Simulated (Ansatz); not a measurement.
Br$_{3}$Sb (SMILES [Br][Sb]([Br])[Br]), singlet, at a GFN2-xTB geometry (core potentials on Sb); B3LYP/def2-SV(P) in Ansatz (an electronic-structure program).

Here is a job for Ansatz.
Ansatz 0.2 input:
```yaml
crystal:
  periodic: [false, false, false]
  atoms:
    - {symbol: Sb, position_ang: [-0.00413985, -0.01064399, 0.88516115]}
    - {symbol: Br, position_ang: [0.53481106, -2.11563932, -0.45294609]}
    - {symbol: Br, position_ang: [1.57237210, 1.52686154, -0.40429270]}
    - {symbol: Br, position_ang: [-2.10115080, 0.60428760, -0.43256745]}
basis:
  gaussian:
    orbitals: def2-SV_P_.json
hamiltonian:
  xc: b3lyp
```
The basis file holds def2-SV(P) in the JSON format of the Basis Set Exchange.

Output, abridged:

```
Functional definition: B3LYP
1243 factors; integrals over basis functions are off by at most 3.4e-4 eV
mean field evaluation 1: about -216657.1225 eV, gradient 2.2e1 eV
mean field evaluation 2: about -216652.7075 eV, gradient 4.4e1 eV
mean field evaluation 4: about -216658.8263 eV, gradient 4.1e-1 eV
mean field evaluation 8: about -216658.8399 eV, gradient 3.3e-2 eV
mean field evaluation 16: about -216658.8399 eV, gradient 4.3e-5 eV
mean field -216658.83994797 eV, -7962.0655114518 hartree, gradient 4.2e-5 eV, S^2 0.000000; 0 other end points of the search recorded, 0 dependent functions left out
reference -216658.84020928 eV, -7962.0655210545 hartree; 64, 64 occupied and 58, 58 virtual orbitals, 1243 factors
Total energy: -216658.84020928 eV, -7962.0655210545 hartree
```
